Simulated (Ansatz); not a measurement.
`[GeH3][GeH2][GeH2][GeH2][GeH3]` + `N=CBO` → `OB/C=[N]/[GeH3]` + `[GeH3][GeH2][GeH2][GeH3]`  (cleavage of the Ge–Ge bond)

Computed with Ansatz on PBE0-D4/def2-TZVP structures; ΔE is electronic, products minus reactants. CBS: MP2 limit from def2 TZ/QZ plus the TZ coupled-cluster correction, frozen cores. DFT in def2-TZVPP. For Ge outer-core shells are correlated without core-valence functions, which leaves a few kJ/mol of doubt a bond. Scalar relativity is left out up to krypton. One conformer a species, not always the lowest.

```csv
level,ΔE (kcal/mol)
PBE-D4,14.6
r2SCAN-D4,13.3
```

(1) What does CCSD(T)/CBS give? (Best estimate.)

Largest T1 diagnostic among the species: 0.014.

## Answers

(1) The calculation gave: +13.6 kcal/mol. The listed levels differ from it by 1.0, -0.3 kcal/mol.

In def2-TZVPP, CCSD(T) changes the Hartree–Fock value by +5.3 kcal/mol (the triples alone add +0.4 kcal/mol) and MP2 by +5.3 kcal/mol. The D4 term adds +2.1 kcal/mol with B3LYP and +1.2 kcal/mol with PBE0; it sums over pairs of atoms, weighted by their polarisabilities, and B3LYP, whose exchange is more repulsive, gets the larger term.

B3LYP here is the variant with VWN-RPA as its local correlation; programs differ in this.
